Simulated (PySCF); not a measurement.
Problem. Give a PBE0-D3(BJ)/def2-SVP geometry of [CrO2S2]2-, `[O]=[Cr-2](=[O])(=[S])=[S]`. (Charge -2 and singlet state.)

Solution. 
```
atom  x, y, z in Å
Cr1    0.0866   -0.0010    0.0666
O2     0.0773   -0.0332    1.6481
O3     1.5824    0.0094   -0.4408
S4    -0.8763    1.7750   -0.6004
S5    -0.8700   -1.7503   -0.6736
```

Orientation and origin are arbitrary. Atoms count from 1 in this order. Cr1 (chromium bonded to 2 O and 2 S) is tetrahedral (angles from 108.6° to 112.0°).

Bonds between heavy atoms (Å): Cr1–O2 1.582, Cr1–O3 1.579, Cr1–S4 2.128, Cr1–S5 2.127.

Method: PBE0-D3(BJ)/def2-SVP geometry optimisation, gas phase (PySCF).

Point group: C2v (tolerance 0.08 Å). PBE0-D3(BJ)/def2-SVP frequencies: not computed here. Whether so highly charged an anion holds all its electrons in the gas phase wasn't checked; a finite basis holds them in any case. No counter-ion or solvent screens the charge of this multiply charged ion.
The closed-shell solution of the metal species wasn't tested for stability.
